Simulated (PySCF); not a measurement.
r2SCAN on Ar(3+) (argon, charge +3)

Configuration: [Ne] 3s2 3p3, high-spin 4S determinant. Calculation: PySCF 2.14, in 6-31G* (4s3p1d, 18 functions); the non-relativistic Hamiltonian (point nucleus).

| Property | Result |
| --- | --- |
| Total energy | -524.3738 hartree |
| One-electron energy | -698.5043 hartree |
| Hartree (Coulomb) energy | 203.7017 hartree |
| Exchange-correlation energy | -29.5711 hartree |
| Kinetic energy | 522.97498 hartree |
| ⟨S²⟩ | 3.7504 |
| ⟨L²⟩ | 0.000 |
| Sum of ⟨r⟩ | 10.04 bohr |
| Sum of ⟨r²⟩ | 12.05 bohr² |
| Density at the nucleus (Gaussians lack the cusp) | 3620 bohr⁻³ |
| Spin density at the nucleus | 0.368 bohr⁻³ |
| Langevin diamagnetic susceptibility | -9.54 ×10⁻⁶ cm³/mol |
| Time after the integrals | 0.12 s of wall time on 1 thread of Neoverse-V2 (shared host) |

```tsv
shell	electrons	mean orbital energy (hartree)	rms radius, mean of both spins (bohr)
1s α	1	-116.61118	0.0999
1s β	1	-116.57458	0.0999
2s α	1	-12.82598	0.450
2s β	1	-12.80569	0.450
2p α	3	-10.37700	0.418
2p β	3	-10.33615	0.418
3s α	1	-2.52824	1.39
3s β	1	-2.29635	1.39
3p α	3	-1.93017	1.49
```
